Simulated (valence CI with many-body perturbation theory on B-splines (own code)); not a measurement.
The numbers below are computed, except where a source is named.
Ladder of approximations for W⁶⁸⁺

Level of theory: valence CI with perturbative core correlation (CI+MBPT): four valence electrons over a frozen Dirac-Fock core [He], a basis of 11 s, 11 p, 9 d, 7 f, 5 g, 2 h, 1 i functions for each j, with the one-electron correlation potential Σ1, the two-electron term Σ2, the three-electron term Σ3, Breit, model QED; selected CI, second order for the rest (own B-spline code, finite nucleus).

No measured spectrum was set against this ion. As an estimate, large intervals hold to a few tenths of a per cent, small ones and those within an open d or f shell to about a per cent. Among the levels kept, up to 270 cm⁻¹ of a level comes from second order outside the variational space, and about a tenth of that is noise between levels of different J, which matters for small intervals.

Each rung adds one term. CI alone is the Dirac-Coulomb CI over the frozen core; QED comes last and gives the full result, which names the levels. Energies are above (2s^2 2p1/2^2) J=0 on the same rung, in eV.

Levels are named by their leading jj configuration (3d3/2^4 stands for four electrons in 3d with j = 3/2), which in mixed levels can hold well under half, so a name can repeat and another be missing. Letters in brackets count levels of one name in rising energy.

```tsv
Level	CI alone	Σ1	Σ2	Σ3	Breit	QED	Full
(2s^2 2p1/2 2p3/2) J=1	1430.4	+0.23	-0.06	-0.01	-21.04	+1.87	1411.4
(2s^2 2p1/2 2p3/2) J=2	1456.8	+0.23	-0.04	-0.04	-29.26	+1.87	1429.6
(2s 2p1/2^2 2p3/2) J=2	1738.6	-0.13	-0.26	-0.06	-8.22	-16.36	1713.5
(2s 2p1/2^2 2p3/2) J=1	1823.8	-0.13	-0.41	-0.15	-5.06	-16.42	1801.7
(2s^2 2p3/2^2) J=2	2906.2	+0.45	-0.03	-0.06	-44.86	+3.46	2865.1
(2s^2 2p3/2^2) J=0	2960.2	+0.45	+0.06	-0.11	-35.85	+3.44	2928.1
(2s 2p1/2 2p3/2^2) J=2 [a]	3137.4	+0.09	-0.19	-0.05	-26.56	-14.53	3096.2
(2s 2p1/2 2p3/2^2) J=3	3194.7	+0.10	-0.22	-0.09	-39.21	-14.54	3140.7
(2s 2p1/2 2p3/2^2) J=0	3238.2	+0.10	-0.13	-0.12	-19.81	-14.56	3203.7
(2s 2p1/2 2p3/2^2) J=1 [a]	3266.9	+0.10	-0.46	-0.17	-25.28	-14.61	3226.5
(2s 2p1/2 2p3/2^2) J=2 [b]	3283.9	+0.10	-0.41	-0.18	-33.22	-14.61	3235.6
(2s 2p1/2 2p3/2^2) J=1 [b]	3279.5	+0.10	-0.27	-0.16	-24.54	-14.59	3240.0
(2p1/2^2 2p3/2^2) J=2	3600.5	-0.25	-0.72	-0.22	-11.52	-32.53	3555.3
(2p1/2^2 2p3/2^2) J=0	3657.0	-0.25	-0.65	-0.22	-2.30	-32.53	3621.0
(2s 2p3/2^3) J=2	4670.4	+0.32	-0.18	-0.13	-46.79	-12.73	4610.9
(2s 2p3/2^3) J=1	4754.4	+0.32	-0.35	-0.19	-44.03	-12.78	4697.4
(2p1/2 2p3/2^3) J=1	5041.4	-0.03	-0.62	-0.21	-26.70	-31.03	4982.8
(2p1/2 2p3/2^3) J=2	5067.9	-0.03	-0.58	-0.21	-34.81	-31.03	5001.2
(2p3/2^4) J=0	6539.0	+0.19	-0.47	-0.21	-44.32	-29.23	6465.0
```

The middle columns are the shifts that each term adds.

**Question.** How does the ionisation energy move along the ladder, and which term matters most?

**Answer.** CI alone 18459, + Σ1 18460, + Σ2 18460, + Σ3 18460, + Breit 18420, + QED 18419 eV. The largest step is Breit, -40 eV. NIST lists 18476 ± 4 eV (semi-empirical), further off than its uncertainty and the later steps.
